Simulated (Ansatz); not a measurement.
A further run on In₆Sb₅H₁₈⁻, a cluster cut from wurtzite InSb (hydrogen-capped).

```yaml
crystal:
  periodic: [false, false, false]
  atoms:
    - {symbol: In, position_ang: [0.247154, -2.864997, -2.164098]}
    - {symbol: Sb, position_ang: [-1.957696, -1.131702, -1.419259]}
    - {symbol: Sb, position_ang: [0.213734, -2.395802, 2.277422]}
    - {symbol: In, position_ang: [-2.318465, -1.339721, 1.374465]}
    - {symbol: In, position_ang: [-2.361295, 1.643469, -2.165610]}
    - {symbol: Sb, position_ang: [-1.967229, 1.381183, 2.277253]}
    - {symbol: Sb, position_ang: [2.355366, -1.151746, -1.216327]}
    - {symbol: In, position_ang: [2.942702, -1.530105, 1.550798]}
    - {symbol: In, position_ang: [2.615778, 1.513396, -2.290380]}
    - {symbol: Sb, position_ang: [0.175488, 2.616824, -1.217093]}
    - {symbol: In, position_ang: [0.148563, 3.309106, 1.551426]}
    - {symbol: H, position_ang: [0.126308, -4.267445, -1.111313]}
    - {symbol: H, position_ang: [0.293131, -2.985348, -3.910923]}
    - {symbol: H, position_ang: [-3.390994, -1.960871, -1.918417]}
    - {symbol: H, position_ang: [0.056929, -4.082830, 1.971363]}
    - {symbol: H, position_ang: [0.047146, -2.561713, 3.992113]}
    - {symbol: H, position_ang: [-3.681012, -2.127038, 2.144402]}
    - {symbol: H, position_ang: [-2.440392, 1.743120, -3.912513]}
    - {symbol: H, position_ang: [-3.638798, 2.237172, -1.114160]}
    - {symbol: H, position_ang: [-3.504848, 2.090958, 1.967087]}
    - {symbol: H, position_ang: [-2.197322, 1.320720, 3.991600]}
    - {symbol: H, position_ang: [3.727108, -1.955791, -1.893447]}
    - {symbol: H, position_ang: [3.922080, -2.953654, 1.842115]}
    - {symbol: H, position_ang: [3.086247, -0.044436, 2.459065]}
    - {symbol: H, position_ang: [2.435768, 1.406907, -4.031249]}
    - {symbol: H, position_ang: [3.972587, 2.298144, -1.505377]}
    - {symbol: H, position_ang: [0.161637, 4.207343, -1.893002]}
    - {symbol: H, position_ang: [1.508499, 2.685304, 2.453720]}
    - {symbol: H, position_ang: [-0.587673, 4.871053, 1.848439]}
basis:
  gaussian: {orbitals: def2-mTZVPP, fitting: {mean_field: def2-universal-jkfit}}
total_charge: -1
hamiltonian: {xc: {name: LC-wPBE}}
scf: {lower_state_search: full}
```

```sh
$ ansatz run in.yaml --threads 2 --pin off --events-out ev --progress --plain --max-ram 32768MiB --backend cuda --devices 0, --max-vram 18GiB
```

It prints (some lines left out):

```
Functional definition: LC-wPBE
2722 factors; integrals over basis functions are off by at most 6.9e-1 eV
2722 factors; integrals over basis functions are off by at most 1.0e-5 eV
mean field evaluation 1: about -64036.7110 eV, gradient 2.9e1 eV
mean field evaluation 2: about -64036.7280 eV, gradient 2.9e1 eV
mean field evaluation 4: about -64040.2269 eV, gradient 4.1e0 eV
mean field evaluation 8: about -64040.3261 eV, gradient 1.2e-1 eV
mean field evaluation 16: about -64040.3262 eV, gradient 2.7e-5 eV
mean field -64040.32620294 eV, -2353.4385798660 hartree, gradient 2.7e-5 eV, S^2 0.000000; 0 other end points of the search recorded, 0 dependent functions left out
reference -64040.32620297 eV, -2353.4385798669 hartree; 130, 130 occupied and 356, 356 virtual orbitals, 2722 factors
Total energy: -64040.32620297 eV, -2353.4385798669 hartree
```

Run time 15 s (2 threads of AMD EPYC 7R13 on a shared host and a share (18 GiB) of an NVIDIA H100 80GB HBM3), peak host memory 1.1 GiB.

In the def2 sets In, Sb take a core potential; there is no spin–orbit coupling. LC-ωPBE has ω = 0.4 bohr⁻¹. The highest occupied level of an anion often lies above zero with these methods, and sets without diffuse functions describe the outer electron poorly.
